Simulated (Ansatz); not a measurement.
Consider the redistribution: `C[NH][Al]([CH3])[F]` + `[OH][Al]([F])[Cl]` → `C[NH][Al]([CH3])[Cl]` + `[OH][Al]([F])[F]`.

Calculated with Ansatz (gas phase, PBE0-D4/def2-TZVP geometries, no zero-point term in ΔE). CBS: MP2 limit from def2 TZ/QZ plus the TZ coupled-cluster correction, frozen cores. This one scheme is used for every species. DFT in def2-TZVPP. One conformer a species, not always the lowest.

```csv
species,revPBE-D4 energy (Eh)
`C[NH][Al]([CH3])[F]`,-477.56525
`[OH][Al]([F])[Cl]`,-878.41665
`C[NH][Al]([CH3])[Cl]`,-837.83884
`[OH][Al]([F])[F]`,-518.14369
```

Q: Work out ΔE.

A: ΔE = (-837.83884) + (-518.14369) − (-477.56525) − (-878.41665) = -0.00063 Eh = -0.4 kcal/mol. CCSD(T)/CBS gives -0.6 kcal/mol.

Largest T1 diagnostic among the species: 0.013.

Leaving LDA and LC-ωPBE aside and taking each functional with its dispersion term where it has one, the values, not all of them listed here, spread over 0.5 kcal/mol, from PBE-QIDH to CAM-B3LYP-D4.
